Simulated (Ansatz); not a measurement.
# InF (SMILES [F][In]): methods side by side

InF: 2 atoms, total charge 0, spin state singlet. SMILES: `[F][In]`. The shape comes from GFN2-xTB, which is rough for such elements, and wasn't checked as a minimum.

```xyz
2

F     0.0000    0.0000    0.0000
In    0.0000    0.0000    2.0255
```

Quantity: the energy change with the F1–In2 bond stretched from 2.025 to 4.051 Å, in eV. The values are calculated.

```
                       level                    kind  program  value (eV)  less FCI/STO-3G
      HF/STO-3G (restricted)            Hartree–Fock   Ansatz        8.39            +4.17
   SVWN5/STO-3G (restricted)                     LDA   Ansatz        6.76            +2.54
    BLYP/STO-3G (restricted)                     GGA   Ansatz        6.41            +2.19
  r2SCAN/STO-3G (restricted)                meta-GGA   Ansatz        6.63            +2.41
   B3LYP/STO-3G (restricted)           global hybrid   Ansatz        7.02            +2.80
   BHLYP/STO-3G (restricted)           global hybrid   Ansatz        7.57            +3.35
 wB97M-V/STO-3G (restricted)  range-separated hybrid   Ansatz        7.81            +3.59
     MP2/STO-3G (restricted)     perturbation theory   Ansatz        5.22            +1.00
CCSDT(Q)/STO-3G (restricted)   coupled cluster or CI   Ansatz        4.30            +0.08
                  FCI/STO-3G      exact in the basis   Ansatz        4.22             0.00
```

FCI/STO-3G is exact within its basis and frozen core, so for wave-function methods in that basis the difference is their error; functionals converge differently with the basis, so for them it is only a difference. Spin-restricted single references rise too steeply as a bond breaks, Hartree–Fock most of all. Perturbation and coupled-cluster corrections on them can overshoot downwards. All-electron rows without a relativistic Hamiltonian named are non-relativistic. The first shape isn't each level's own minimum. The values span 4.22 to 8.39 eV. All rows use very small basis sets, so even the best lies far from the true value. In the correlated wave-function rows the outer d shell of In is correlated, in sets not made for it.
